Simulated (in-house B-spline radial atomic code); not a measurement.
**RPA and G0W0 on SCAN: Kr IV (Kr3+)**

Configuration [Ar] 3d10 4s2 4p3, highest spin, mean-field start SCAN. Computed with an all-electron radial atomic-structure program (B-spline basis): all electrons, non-relativistic, point nucleus, each spin shell either full or empty, empty states to l = 9 with an (l + 1/2)⁻⁴ tail; G0W0 by contour deformation at full frequency.

Command:
```bash
python run_gw.py task.json out
```
Settings (radii: box in bohr, nucleus in fm):
```
Z                        36
electrons                33
configuration            [Ar] 3d10 4s2 4p3
hamiltonian              nr
method                   scan,scan
lmax                     9
spin_polarised           True
box_radius               14.14
intervals                52
```

Time taken, with all properties: 2.1 s on 1 thread of Arm Neoverse V2, with other jobs on the host.

Energies (hartree):

| term | value |
| --- | --- |
| mean-field total | -2751.31750 |
| Hartree-Fock functional on these orbitals | -2749.44512 |
| direct second order | -2.7409 |
| second-order exchange | 0.80131 |
| SOSEX correction | 0.73875 |

(1) What is the RPA correlation energy, and what remains with SOSEX?

Quasi-particle levels (eV):

| level | occupied | mean field | Σx - vxc | Σc | QP weight | G0W0 |
| --- | --- | --- | --- | --- | --- | --- |
| 4p up | yes | -45.34 | -5.58 | ? | ? | ? |
| 4s down | yes | -55.86 | -3.67 | -2.49 | 0.945 | -62.02 |
| 3d down | yes | -124.52 | -19.12 | 5.91 | 0.873 | -137.74 |
| 4p down | no | -40.49 | 7.55 | -2.76 | 0.945 | -35.70 |

G0W0 = mean field + (Σx - vxc) + Σc, with Σc (partial-wave tail included) taken at the quasi-particle energy. Only the outer levels were computed. Levels of low weight are left out.

(2) Where does G0W0 put 4p up?

## Answers

(1) RPA gives -2.3947 hartree (-1.97 eV per electron); RPA + SOSEX gives -1.656, and the second-order doubles -1.9396 hartree (no singles). RPA lacks exchange-type terms and so overcorrelates at short range.

(2) At -51.28 eV, with Σc = -0.36 eV and a quasi-particle weight of 0.945. The tabulated removal energy is 50.85 ± 0.11 eV (NIST, measured); the calculation leaves out relativity, Breit and QED terms, and what these don't explain is the method's own error.
